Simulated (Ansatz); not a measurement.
Abridged output of a molecular run in Ansatz:

```
Functional definition: HF
  name "HF"
  cite "Fock, Z. Phys. 61, 126 (1930) doi:10.1007/BF01340294"
  parent pbe
  exchange = exact_x
  correlation = 0
1446 factors; integrals over basis functions are off by at most 9.4e-4 eV
mean field evaluation 1: about -84506.6738 eV, gradient 5.0e1 eV
mean field evaluation 2: about -84506.8475 eV, gradient 5.1e1 eV
mean field evaluation 4: about -84511.7289 eV, gradient 2.4e0 eV
mean field evaluation 8: about -84511.7901 eV, gradient 2.9e-1 eV
mean field -84511.79089691 eV, -3105.7510313121 hartree, gradient 2.5e-6 eV, S^2 0.000000; 0 other end points of the search recorded, 0 dependent functions left out
16 core orbitals not correlated: weight in the atoms' cores, before any rotation towards them, 1.000 or more for the frozen orbitals, at most 0.000 for the correlated occupied ones
reference -84511.79089691 eV, -3105.7510313121 hartree; 25, 25 occupied and 181, 181 virtual orbitals, 1446 factors
second order -35.63110307 eV of doubles, -0.00000000 eV of singles
cycle   1  -34.86127367 eV  change    7.7e-1 eV  update   1.8e-1
cycle   2  -35.71750629 eV  change   -8.6e-1 eV  update   7.9e-2
cycle   3  -35.97212762 eV  change   -2.5e-1 eV  update   3.2e-2
cycle   4  -35.94936733 eV  change    2.3e-2 eV  update   9.8e-3
cycle   5  -35.93472510 eV  change    1.5e-2 eV  update   3.7e-3
cycle   6  -35.93628068 eV  change   -1.6e-3 eV  update   1.4e-3
cycle   7  -35.93662101 eV  change   -3.4e-4 eV  update   5.4e-4
cycle   8  -35.93624508 eV  change    3.8e-4 eV  update   2.6e-4
cycle   9  -35.93636943 eV  change   -1.2e-4 eV  update   9.3e-5
cycle  10  -35.93647609 eV  change   -1.1e-4 eV  update   3.9e-5
cycle  11  -35.93639940 eV  change    7.7e-5 eV  update   1.5e-5
cycle  12  -35.93640431 eV  change   -4.9e-6 eV  update   8.4e-6
perturbative correction -1.45137781 eV, -0.0533371508 hartree
Total energy: -84549.17867903 eV, -3107.1250069629 hartree
```

Its atoms:

Cartesian coordinates in Å:
```
F -1.4364 0.3428 1.3291
Zr -0.3657 0.3965 -0.2215
F -1.3865 0.5003 -1.7994
Cl 1.0694 2.2333 -0.0721
Se 0.9876 -1.7803 -0.3505
H 1.1315 -1.6926 1.1144
```

(1) Which basis set was used?
A. cc-pV(Q+d)Z
B. def2-SVPD
C. def2-QZVPP
D. def2-TZVPP

(2) Write the keys of the input that set method, charge and spin (a neutral closed shell needs none for the last two).

## Answers

(1) D. It gives 222 functions.

(2) 
```yaml
correlation: {method: ccsd_t}
```
